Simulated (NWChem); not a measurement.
Species: BeNH2I; SMILES [NH2][Be][I]

```xyz
5

Be     0.0000     0.0000     1.5296
I      0.0000     0.0000    -0.6514
N      0.0000     0.0000     3.0256
H      0.0000    -0.8270     3.6138
H      0.0000     0.8270     3.6138
```
Atoms are numbered in this order, from 1.

All runs: NWChem. All runs use the structure optimised with PBE0/def2-SVP. No frequency run checked for a minimum. def2 effective core potentials on I; no spin-orbit coupling. Ions are spin-unrestricted doublets at the neutral geometry; other ion states weren't tried.

For level CAM-B3LYP/def2-SVP:

* **vertical ionisation energy, ΔSCF (eV)**: 9.58
* **−ε(HOMO) (eV)**: 8.51

**Question.** How do the values read with level PBE/def2-SVP instead?

**Answer.** 
| Property | Result |
|---|---|
| vertical ionisation energy, ΔSCF (eV) | 9.05 |
| −ε(HOMO) (eV) | 5.97 |
